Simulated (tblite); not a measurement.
Compound: C3H12FPSi3.
Atom-mapped SMILES: `[F:1][C@@H:2]1[CH2:3][SiH2:4][PH:5][Si@H:6]1[CH2:7][SiH3:8]` (hydrogens: H9 on C2; H10, H11 on C3; H12, H13 on Si4; H14 on P5; H15 on Si6; H16, H17 on C7; H18, H19, H20 on Si8)

Geometry (GFN2-xTB, Å), atoms numbered from 1 in this order:
```
atom  x, y, z in Å
F1    -1.5008   -0.8922   -2.2617
C2    -0.5760   -0.9041   -1.2176
C3    -1.2946   -1.3080    0.0572
Si4   -2.4508    0.1026    0.6497
P5    -1.3340    1.9899    0.1685
Si6    0.1438    0.8928   -1.1186
C7     1.9241    0.9026   -0.4415
Si8    2.2805   -0.1406    1.1088
H9     0.1660   -1.6556   -1.5114
H10   -0.5419   -1.5206    0.8180
H11   -1.8548   -2.2284   -0.1146
H12   -3.7045    0.1106   -0.1039
H13   -2.7045   -0.0429    2.0856
H14   -0.5525    1.9800    1.3092
H15    0.0775    1.4346   -2.4832
H16    2.5945    0.5847   -1.2390
H17    2.1804    1.9400   -0.2297
H18    1.3717    0.2318    2.1968
H19    2.1082   -1.5622    0.7935
H20    3.6626    0.0958    1.5310
```

Level: GFN2-xTB in tblite, geometry and Hessian alike; calculated harmonic values, unscaled, isolated species. This tight-binding method is rough: wavenumbers can miss measured ones by several per cent, in bad cases by 10 to 20. Modes of hydrogen on phosphorus and silicon can be 10 to 20 % off. One conformer, not necessarily the lowest.

Harmonic wavenumbers (cm⁻¹): 35.9, 55.4, 85.7, 109.7, 122.6, 157.9, 176.1, 243.3, 291.5, 328.1, 413.9, 445.5, 463.0, 488.8, 493.0, 522.7, 546.0, 568.9, 607.4, 613.2, 637.2, 671.3, 696.8, 713.9, 718.6, 740.0, 759.7, 783.8, 792.2, 795.3, 798.6, 823.0, 946.1, 1017.5, 1053.0, 1110.9, 1133.8, 1175.5, 1259.7, 1290.3, 1447.9, 1452.8, 2208.6, 2232.4, 2238.3, 2241.9, 2260.9, 2262.4, 2311.1, 2898.7, 2975.6, 2981.5, 2983.3, 2990.3.

A = 1225, B = 723.1, C = 660.1 MHz; mass 181.997 u (most abundant isotopes); point group C1, symmetry number 1.

Question: Zero-point energy?

Answer: ½Σν̃ = 29086 cm⁻¹ = 347.94 kJ/mol.

Question: What is S at 400 K and 1 bar for an ideal gas of classical rigid rotors and harmonic oscillators?

Answer: Translation 179.87, rotation 132.06, vibration 224.90: S = 536.8 J/(mol K).

Question: And Cp and H(400 K) − H(0)?

Answer: Cp = 256.82 J/(mol K), of which vibrations give 223.56 (their classical limit is 54 R = 449.0); H(400 K) − H(0) = 59.93 kJ/mol without the zero-point energy, 46.63 from vibrations.

Question: What must be added to the electronic energy to get the Gibbs energy at 400 K and 1 bar?

Answer: ZPE + [H(400 K) − H(0)] − T·S = 347.94 + 59.93 − 214.73 = 193.14 kJ/mol.

Question: Blend soft modes into free rotors: weight 1/[1 + (100 cm⁻¹/ν̃)⁴] for the oscillator and the rest for a rotor with moment μB/(μ + B), μ = h/(8π²ν), B = 10⁻⁴⁴ kg m². What vibrational entropy results?

Answer: 206.13 J/(mol K) in place of 224.90, which changes −T·S at 400 K by +7.51 kJ/mol.

Hindered rotation and anharmonicity are outside this model. Other conformers, if any are populated, would add a mixing term that is left out. The structure is chiral; the term R ln 2 for an equal mix with its mirror image is left out.
